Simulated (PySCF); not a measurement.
**Correlation energy of Ni (nickel, neutral)**

[Ar] 3d9 4s1, high-spin 3D determinant (an excited configuration). Computed with PySCF 2.14 in x2c-QZVPPall, with scalar relativity by spin-free X2C-1e. Frozen: [Ne]; 18 electrons correlated.

MP2 pair energies summed by pair of shells (mhartree):

```csv
pair,energy,share (%)
3d-3d,-406.76,49.6
3p-3d,-236.05,28.8
3s-3d,-56.52,6.9
3p-3p,-56.37,6.9
3s-3p,-29.02,3.5
3d-4s,-27.04,3.3
3s-3s,-4.81,0.6
3p-4s,-3.45,0.4
3s-4s,-0.33,0.0
```

Total MP2 correlation energy: -820.36 mhartree.

Same-spin part -275.44 and opposite-spin part -544.91 mhartree; SCS-MP2 scales them by 1/3 and 6/5 to -745.71 mhartree.

This basis was not built for core-valence correlation, so the inner-shell part is incomplete.
